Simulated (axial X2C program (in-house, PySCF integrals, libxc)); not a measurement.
# IrH: cheaper levels and CCSD(T), with spin–orbit coupling

Calculated with an in-house relativistic program for diatomic molecules. Two-component (2c) means X2C with spin–orbit coupling and atomic mean-field two-electron Coulomb and Gaunt terms. Basis: Ir dyall-cv3z [13s14p9d6f4g], H dyall-v3z [6s2p1d] (cores contracted in-house); Gaussian nuclei, density fitting, unrestricted open shells. Masses: Ir 192.963 u, H 1.008 u.

State: Ω = 3 (⟨Sz⟩ = 0.95, ⟨Lz⟩ = 2.05 at HF); fragments Ir + H.

```tsv
level	Re (Å)	ωe (cm⁻¹)	De (eV)
PBE0	1.551	2312.7	3.22
HF	1.587	2137.6	1.52
MP2	1.529	2418.5	2.89
CCSD	1.553	2297.9	2.84
PBE	1.556	2286.1	n/a
```

Correlated methods: 10 electrons correlated (number of frozen shells: Ir 5 s, 4 p, 2 d, 1 f; H none), 224 virtual spin orbitals or spinors in MP2, 90 natural virtuals in coupled cluster.

CCSD(T), same Hamiltonian and basis:

Re = 1.553 Å, ωe = 2296.7 cm⁻¹, De = 2.91 eV; T1 = 0.028 (Lee–Taylor normalisation).

Task: Give the differences from CCSD(T) in the columns below.

Result: 

| level | ΔRe (Å) | Δωe (cm⁻¹) | ΔDe (eV) |
| --- | --- | --- | --- |
| PBE0 | -0.002 | 16 | 0.31 |
| HF | 0.034 | -159 | -1.39 |
| MP2 | -0.024 | 122 | -0.02 |
| CCSD | 0.000 | 1 | -0.07 |
| PBE | 0.003 | -11 | n/a |

One determinant describes the state; a PBE0 search over occupations chose it and may have missed a lower one. De is counted from the lowest determinant-based energies of the atoms at the same level, without counterpoise correction. De is not given where an atomic determinant may have missed its ground term or J level, or where the truncated virtual space spoils (T). Density functionals use the spin component along the axis (collinear). CCSD and (T) use frozen natural virtuals with an MP2 correction for the truncation; (T) itself is uncorrected, so its De runs slightly low. PBE0 can misorder states that lie within some tenths of an eV, so this need not be the ground state of the molecule. The nearest other 2c determinant of the search, Ω = 4, lies 0.08 eV up at the distance of the search. The functionals have no current-density term, which raises determinants with orbital currents, atoms included. With several unpaired electrons one determinant need not be a pure state.
